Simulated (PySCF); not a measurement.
One of the candidates below gave these computed data.

All candidates are CH5FGe.

- 1H NMR: chemical shifts (computed TMS as zero) by class: 4.44 (2 H), 3.73 (3 H) ppm [GIAO HF/pcSseg-2]
- 13C NMR: chemical shifts (computed TMS as zero) by class: 68.6 (1 C) ppm [GIAO HF/pcSseg-2]
- Rotational structure: rotational constants A, B, C: 26.248, 3.525, 3.302 GHz [PBE0-D3(BJ)/def2-SVP]
- UV, strongest line: among the 10 lowest singlet transitions: S3 at 8.62 eV (144 nm, f = 0.296) [TDDFT CAM-B3LYP/def2-SVPD]
- UV, first state: lowest singlet excitation: 7.79 eV (159 nm, f = 0.033) [TDDFT CAM-B3LYP/def2-SVPD]
- XPS: C1s 292.8, F1s 692.5 eV [ΔSCF SCAN, pcX-2 on the ionised atom, pcseg-1 elsewhere, spin-free X2C]

Gas-phase values; electronic properties from PySCF, density fitting. Levels stand in brackets. Isolated species at its PBE0-D3(BJ)/def2-SVP geometry, gas phase. Relativistic effects, spin–orbit coupling among them, are left out (core-ionisation runs apart) although an element past zinc is present. NMR classes are plain means over equivalent atoms (diastereotopic ones count apart unless rotation or inversion swaps them), as if these changed places fast.

Question: Which candidate is it?
A. `F[CH2][GeH3]`
B. `[CH3][GeH2][F]`
C. `[H][Ge]([H])([CH3])[F]`

Answer: A. It is `F[CH2][GeH3]`. Numbering: `[F:1][CH2:2][GeH3:3]`. The one carbon: sp3 C–F carbon [C2] (68.6 ppm). Hydrogen classes from least to most shielded: 2 H on an sp3 C–F carbon, C2 (4.44 ppm), 3 H on a germanium bonded to C and 3 H, Ge3 (3.73 ppm). The core levels belong to: C1s 292.8 eV, sp3 C–F carbon [C2]; F1s 692.5 eV, alkyl fluorine [F1]. No core level of Ge was computed. The optimised geometry has point group Cs and is an asymmetric top. NMR values of atoms bound to Ge lack the spin–orbit term that these neighbours bring.

The others, at the same levels:
- `[CH3][GeH2][F]` fails: its computed core binding energies are C1s 290.8, F1s 691.1 eV, strongest line among the 10 lowest singlet transitions is S6 at 9.16 eV (135 nm, f = 0.378) (against S3 at 8.62 eV) and rotational constant A is 13.335 GHz (against 26.248 GHz).
- `[H][Ge]([H])([CH3])[F]` fails: its computed core binding energies are C1s 290.8, F1s 691.1 eV, rotational constant A is 13.442 GHz (against 26.248 GHz) and smallest rotational constant is 4.569 GHz (against 3.302 GHz).
